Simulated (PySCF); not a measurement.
Computed shifts of a molecule C4H7NO, PBE/pcSseg-1 in PySCF, GIAO, gas phase, equivalent atoms averaged, in ppm (number of nuclei): ¹³C: 172.4 (1), 158.0 (1), 126.5 (1), 75.9 (1). ¹⁵N: 380.2 (1). ¹H: 7.98 (1), 6.99 (1), 6.17 (1), 5.68 (1), 4.76 (1), 4.63 (1), 0.36 (1). References: ¹³C against TMS (σ = 182.0 ppm); ¹⁵N against NH3 (σ = 267.0 ppm); ¹⁷O against H2O (σ = 334.3 ppm); ¹H against TMS (σ = 31.49 ppm), references at their B3LYP-D3(BJ)/def2-TZVP geometries, non-relativistic. Geometry: ωB97X-D3(BJ)/def2-SVP. The values are those of a single conformer.

Question: Which structure fits?
(A) C[C@@H]1COC=N1
(B) C=C/N=C/CO
(C) C1=NCCCO1
(D) C/N=C1\CCO1

Answer: B, C=C/N=C/CO
